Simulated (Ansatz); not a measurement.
Geometry optimisation, RKS PBE0/STO-3G (Ansatz).

Input file:

```yaml
crystal:
  periodic: [false, false, false]
  atoms:
    - { symbol: C, position_ang: [-0.9899, -0.1939, -1.05] }
    - { symbol: C, position_ang: [-0.3419, 0.231, 0.2435] }
    - { symbol: Si, position_ang: [0.7805, -1.1404, 0.7786] }
    - { symbol: Cl, position_ang: [-1.4849, 0.4978, 1.5157] }
    - { symbol: B, position_ang: [0.5118, 1.5674, 0.0386] }
    - { symbol: F, position_ang: [1.562, 1.655, -0.9342] }
    - { symbol: H, position_ang: [-0.2717, -0.3267, -1.8684] }
    - { symbol: H, position_ang: [-1.5981, -1.0578, -0.9277] }
    - { symbol: H, position_ang: [-1.7241, 0.6779, -1.3429] }
    - { symbol: H, position_ang: [0.042, -2.3745, 1.0192] }
    - { symbol: H, position_ang: [1.4586, -0.7645, 2.075] }
    - { symbol: H, position_ang: [1.8534, -1.3649, -0.2238] }
    - { symbol: H, position_ang: [0.2228, 2.5587, 0.6912] }
basis:
  gaussian: { orbitals: STO-3G }
hamiltonian:
  xc: pbe0
relax:
  f_tol: 0.015
  max_steps: 40
output:
  orbitals: {}
```

Launched with:

```bash
$ ansatz run input.yaml --threads 1 --pin off --max-ram 2048MiB --backend cpu --events-out ev --progress --plain --runs-dir out
```

Task: Where does it end, and by what steps?

Result: The forces met the threshold. Limits of this set-up: minimal basis. After 24 steps the energy has fallen by 1.114 eV; F6 moved furthest, 1.58 Å.

| step | energy less start (eV) | largest force component (eV/Å) | accepted |
| --- | --- | --- | --- |
| 0 | 0.0000 | 3.788 | yes |
| 1 | -0.8971 | 1.960 | yes |
| 2 | -0.9193 | 2.046 | yes |
| 3 | -1.0172 | 1.310 | yes |
| 4 | -1.0342 | 0.504 | yes |
| 5 | -1.0650 | 0.190 | yes |
| 6 | -1.0740 | 0.127 | yes |
| 7 | -1.0810 | 0.167 | yes |
| 8 | -1.0606 | 1.217 | no |
| 9 | -1.0836 | 0.287 | yes |
| 10 | -1.0865 | 0.255 | yes |
| 11 | -1.0900 | 0.087 | yes |
| 12 | -1.0908 | 0.080 | yes |
| 13 | -1.0883 | 0.700 | no |
| 14 | -1.0933 | 0.057 | yes |
| 15 | -1.0943 | 0.353 | yes |
| 16 | -1.0975 | 0.250 | yes |
| 17 | -1.1020 | 0.539 | yes |
| 18 | -1.1042 | 0.325 | yes |
| 19 | -1.1097 | 0.075 | yes |
| 20 | -1.1123 | 0.187 | yes |
| 21 | -1.1128 | 0.113 | yes |
| 22 | -1.1134 | 0.019 | yes |
| 23 | -1.1134 | 0.026 | yes |
| 24 | -1.1136 | 0.012 | yes |

```xyz
13
Properties=species:S:1:pos:R:3
C -0.931 -0.242 -1.178
C -0.198 0.199 0.108
Si 0.811 -1.180 0.916
Cl -1.505 0.765 1.353
B 0.492 1.634 0.051
F 0.207 2.467 -0.918
H -0.187 -0.564 -1.922
H -1.612 -1.083 -0.989
H -1.510 0.585 -1.610
H -0.030 -2.331 1.136
H 1.367 -0.717 2.162
H 1.876 -1.531 0.005
H 1.240 1.962 0.902
```

Whether the end is a true minimum wasn't checked by a vibrational analysis.

The run took 96 s on 1 thread of Intel(R) Xeon(R) 6975P-C (Granite Rapids), on a shared host, peak memory 0.2 GiB.
